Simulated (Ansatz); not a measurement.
Total energies of SiH2Me(vinyl) (C3H8Si) from Ansatz at PBE0-D4/def2-TZVP, gas phase (1 Eh = 27.2114 eV = 2625.5 kJ/mol). The reference geometry is relaxed at r2SCAN-D4/def2-SVP.

Cartesian coordinates in Å:
```
Si 0.1749 0.7745 0.3539
H 0.7832 0.4847 1.6904
H 0.6656 2.1128 -0.1084
C -1.7016 0.8277 0.4819
H -2.0295 1.6261 1.1667
H -2.0955 -0.1295 0.8582
H -2.1582 1.0199 -0.5022
C 0.7416 -0.5493 -0.8432
C 1.5095 -1.5961 -0.5015
H 0.4219 -0.4749 -1.8939
H 1.8708 -1.7359 0.5256
H 1.8172 -2.3599 -1.2275
```

| state | geometry | energy (Eh) |
| --- | --- | --- |
| charge 0 singlet | reference | -408.39090 |
| charge 1 doublet | reference | -408.02907 |
| charge 1 doublet | relaxed at r2SCAN-D4/def2-SVP | -408.04338 |
| free Si atom (triplet) | – | -289.24943 |
| free H atom (doublet) | – | -0.50104 |
| free C atom (triplet) | – | -37.80537 |

Problem. Work out the vertical ionisation energy to the doublet.

Solution. E(charge 1 doublet) − E(charge 0 singlet) = -408.02907 − (-408.39090) = 0.36183 Eh = 9.85 eV. For comparison, −ε of the highest occupied level is 7.80 eV at this level, 2.05 eV less.

Problem. How much does the charge 1 doublet relax, and what is the adiabatic ionisation energy?

Solution. Relaxation: -408.02907 − (-408.04338) = 0.01431 Eh = 0.39 eV. Adiabatic ionisation energy: 0.34752 Eh = 9.46 eV, without zero-point energy. 

Problem. What is the binding energy per atom against free atoms?

Solution. Atoms: 1 × (-289.24943) + 8 × (-0.50104) + 3 × (-37.80537) = -406.67386 Eh. Binding: -406.67386 − (-408.39090) = 1.71704 Eh = 46.72 eV, or 3.89 eV for each of 12 atoms (no zero-point energy, no counterpoise term).
